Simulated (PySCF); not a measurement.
Molecule: SMILES CB(F)F, CH$_{3}$BF$_{2}$.

Structure with atom numbers: `[CH3:1][B:2]([F:3])[F:4]`. Hydrogens are named by the atom that carries them.

Spin–spin couplings on one PBE0-D3(BJ)/def2-SVP geometry, PySCF 2.14.0 with density-fitted response routines, gas phase, non-relativistic, equivalent pairs averaged; isotopes 11B, 19F, 13C, 1H; functional B3LYP.

How do the couplings (Hz) change with the basis set? Times are CPU seconds on shared hosts with different chips, so compare them loosely. Far from the basis limit: pcJ-0, 6-31G*, def2-TZVP, cc-pVTZ.

## Answers


```
    basis set  functions  1J(B2,F3)  1J(C1,H(C1))  1J(C1,B2)  2J(F3,F4)  2J(C1,F3)  2J(H(C1),H(C1))  2J(B2,H(C1))  core-s
        pcJ-0         61     -249.9         109.2       67.6     -391.2       18.6            -15.6          -5.6     3.5
       6-31G*         62      -49.6         136.7       94.5     -130.1       34.0            -16.9          -4.5     3.7
        pcJ-1        138     -141.9         127.6       84.5     -218.4       34.5            -16.0          -6.6     5.9
    def2-TZVP        142     -139.3         120.2       87.0     -229.8       34.6            -13.5          -6.6      10
      cc-pVTZ        162     -170.9         112.2       81.0     -221.6       34.5            -13.0          -5.6      12
aug-cc-pVTZ-J        244     -125.9         128.1       84.2     -195.8       35.1            -16.1          -6.9      21
        pcJ-2        276     -126.2         126.7       82.7     -210.2       34.2            -15.8          -6.8      26
```

The Fermi-contact term samples the wavefunction at the nucleus, which is why sets with added tight s functions (names with J) are made for couplings.
